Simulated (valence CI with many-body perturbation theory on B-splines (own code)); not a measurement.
Tb³³⁺: calculated level list

Method: relativistic CI+MBPT: four valence electrons over a frozen Dirac-Fock core [Ar] 3d10, a basis of 11 s, 11 p, 10 d, 8 f, 5 g, 2 h functions for each j, with the one-electron correlation potential Σ1 (screened to all orders), the two-electron term Σ2, the three-electron term Σ3, Breit, model QED; selected single and double excitations, second order for the rest, scaled by the run's own slope (own B-spline code, finite nucleus).

No measured spectrum was set against this ion. As an estimate, large intervals hold to a few tenths of a per cent, small ones and those within an open d or f shell to about a per cent. Among the levels kept, up to 400 cm⁻¹ of a level comes from second order outside the variational space, and about a tenth of that is noise between levels of different J, which matters for small intervals.

Levels 136 to 180 of 187, with energies above the lowest level, (4s^2 4p1/2^2) J=0. "Leading %" is the weight of the configuration and term that name the level; weights of strongly mixed levels are sums over their largest components and can fall short. In the jj column 3d3/2^4 stands for four electrons in 3d with j = 3/2. Lifetimes count E1, E2, E3, M1 and M2 decay at the calculated energies, and are blank where another channel may lead or the interval is too uncertain; long ones can be off by a factor of two.

```tsv
No.	Configuration	Term	J	E (eV)	Leading %	Lifetime	g	Leading jj
136	4p³4d	³D°	3	421.51	19	4.43 ps	1.243	4s 4p1/2 4d3/2 4d5/2 (30 %)
137	4s4p4d²	⁵P°	1	421.93	31	1.69 ps	1.378	4s 4p1/2 4d3/2 4d5/2 (53 %)
138	4p³4d	³F°	2	421.93	20	1.85 ps	1.164	4p1/2 4p3/2^2 4d3/2 (49 %)
139	4p³4d	⁵D°	4	422.19	36	4.46 ps	1.216	4p1/2 4p3/2^2 4d5/2 (67 %)
140	4p³4d	³F°	2	423.41	31	3.11 ps	1.077	4p1/2 4p3/2^2 4d3/2 (47 %)
141	4p³4d	³F°	4	423.43	39	5.94 ps	1.207	4p1/2 4p3/2^2 4d5/2 (51 %)
142	4p³4d	³D°	3	425.76	16	1.75 ps	1.183	4p1/2 4p3/2^2 4d3/2 (40 %)
143	4p³4d	¹P°	1	426.53	28	1.79 ps	1.212	4p1/2 4p3/2^2 4d5/2 (34 %)
144	4s4p4d²	³H°	4	427.46	47	8.40 ps	0.931	4s 4p1/2 4d3/2 4d5/2 (48 %)
145	4s4p4d²	⁵F°	2	427.49	15	1.49 ps	1.201	4p1/2 4p3/2^2 4d3/2 (34 %)
146	4p³4d	³G°	5	429.58	31	5.37 ps	1.237	4p1/2 4p3/2^2 4d5/2 (31 %)
147	4s4p4d²	³G°	3	430.10	40	3.66 ps	0.942	4s 4p1/2 4d3/2 4d5/2 (44 %)
148	4s4p4d²	⁵D°	4	430.64	30	3.78 ps	1.329	4s 4p1/2 4d5/2^2 (44 %)
149	4p³4d	³P°	0	430.78	46	3.17 ps		4p1/2 4p3/2^2 4d5/2 (65 %)
150	4s4p4d²	³F°	2	431.05	27	2.93 ps	0.910	4s 4p1/2 4d5/2^2 (24 %)
151	4s4p4d²	⁵D°	3	431.71	29	1.52 ps	1.331	4s 4p1/2 4d3/2 4d5/2 (72 %)
152	4p³4d	³P°	1	432.19	32	2.45 ps	1.034	4p1/2 4p3/2^2 4d5/2 (36 %)
153	4p³4d	³F°	2	432.60	14	3.16 ps	0.952	4s 4p1/2 4d3/2 4d5/2 (34 %)
154	4s4p²4f	⁵G°	5	433.95	30	6.96 ps	1.204	4s 4p1/2 4p3/2 4f7/2 (55 %)
155	4p³4d	¹P°	1	433.96	23	1.55 ps	0.898	4p1/2 4p3/2^2 4d3/2 (36 %)
156	4s4p²4f	⁵F°	2	434.46	17	1.82 ps	1.258	4s 4p1/2 4d3/2 4d5/2 (35 %)
157	4s4p²4f	⁵F°	1	434.59	43	2.51 ps	0.645	4s 4p1/2 4p3/2 4f5/2 (55 %)
158	4s4p²4f	⁵G°	3	434.63	33	2.01 ps	1.077	4s 4p1/2 4p3/2 4f5/2 (66 %)
159	4p³4d	³P°	2	434.77	14	2.40 ps	1.190	4p1/2 4p3/2^2 4d5/2 (30 %)
160	4s4p4d²	³F°	4	434.91	17	2.17 ps	1.212	4s 4p1/2 4d3/2 4d5/2 (49 %)
161	4s4p²4f	⁵G°	4	435.33	46	2.42 ps	1.205	4s 4p1/2 4p3/2 4f5/2 (52 %)
162	4s4p4d²	⁵P°	2	435.47	20	2.00 ps	1.483	4s 4p1/2 4d3/2 4d5/2 (40 %)
163	4p³4d	³F°	3	435.64	14	4.00 ps	1.048	4s 4p1/2 4p3/2 4f7/2 (44 %)
164	4s4p²4f	⁵F°	5	435.85	24	3.89 ps	1.252	4s 4p1/2 4p3/2 4f7/2 (48 %)
165	4p³4d	³S°	1	436.85	22	2.16 ps	1.217	4p1/2 4p3/2^2 4d5/2 (35 %)
166	4p³4d	³P°	2	437.83	25	2.76 ps	1.176	4p1/2 4p3/2^2 4d5/2 (54 %)
167	4p³4d	³D°	1	438.62	20	1.57 ps	0.727	4p1/2 4p3/2^2 4d3/2 (44 %)
168	4s4p²4f	⁵G°	6	438.93	46	8.91 ps	1.246	4s 4p1/2 4p3/2 4f7/2 (88 %)
169	4p³4d	¹F°	3	439.11	20	2.92 ps	1.177	4p1/2 4p3/2^2 4d5/2 (44 %)
170	4s4p4d²	³G°	3	440.12	23	1.97 ps	0.981	4s 4p1/2 4d3/2 4d5/2 (28 %)
171	4s4p²4f	³G°	5	440.17	38	3.02 ps	1.239	4s 4p1/2 4p3/2 4f7/2 (51 %)
172	4s4p4d²	³D°	2	440.19	14	2.35 ps	1.291	4s 4p1/2 4d5/2^2 (38 %)
173	4p³4d	³F°	3	440.62	12	2.58 ps	1.133	4p1/2 4p3/2^2 4d5/2 (24 %)
174	4s4p²4f	³G°	4	441.04	35	2.23 ps	1.231	4s 4p1/2 4p3/2 4f5/2 (52 %)
175	4s4p4d²	³P°	0	441.33	55	1.59 ps		4s 4p1/2 4d3/2 4d5/2 (52 %)
176	4s4p²4f	³F°	3	441.89	28	2.67 ps	1.187	4s 4p1/2 4p3/2 4f5/2 (49 %)
177	4s4p²4f	⁵D°	2	442.12	32	2.77 ps	1.196	4s 4p1/2 4p3/2 4f5/2 (52 %)
178	4s4p²4f	⁵D°	1	442.52	45	3.34 ps	1.244	4s 4p1/2 4p3/2 4f5/2 (78 %)
179	4s4p²4f	⁵D°	0	442.59	51	3.55 ps		4s 4p1/2 4p3/2 4f5/2 (83 %)
180	4s4p4d²	³F°	2	443.38	17	1.51 ps	1.010	4s 4p1/2 4d3/2 4d5/2 (33 %)
```

Where two levels of one J and parity lie close, their mixing, g and order are uncertain.
